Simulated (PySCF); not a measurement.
**M06-L on Ga⁺ (gallium, charge +1)**

Configuration: [Ar] 3d10 4s2, closed-shell 1S. All numbers are calculated (PySCF 2.14, the spin-free X2C one-electron Hamiltonian (Gaussian nucleus), in x2c-TZVPall (6s5p4d1f, 48 functions)).

```json
{
 "Total energy": "-1943.532 hartree",
 "One-electron energy": "-2699.012 hartree",
 "Hartree (Coulomb) energy": "831.311 hartree",
 "Exchange-correlation energy": "-75.831 hartree",
 "⟨S²⟩": "0.0000",
 "⟨L²⟩": "0.000",
 "Sum of ⟨r⟩": "19.50 bohr",
 "Sum of ⟨r²⟩": "24.24 bohr²",
 "Langevin diamagnetic susceptibility": "-19.2 ×10⁻⁶ cm³/mol",
 "Time after the integrals": "1 s of wall time on 1 thread of AMD EPYC 7R43 64-Core Processor (shared host)"
}
```

```csv
shell,electrons,mean orbital energy (hartree),"rms radius, mean of both spins (bohr)"
1s,2,-376.82836,0.0561
2s,2,-47.16651,0.236
2p,6,-40.98344,0.211
3s,2,-5.95994,0.697
3p,6,-4.06191,0.735
3d,10,-1.01996,0.918
4s,2,-0.59464,2.37
```

Densities and radii are taken from the X2C orbitals without a picture-change correction, which distorts them close to the nucleus.
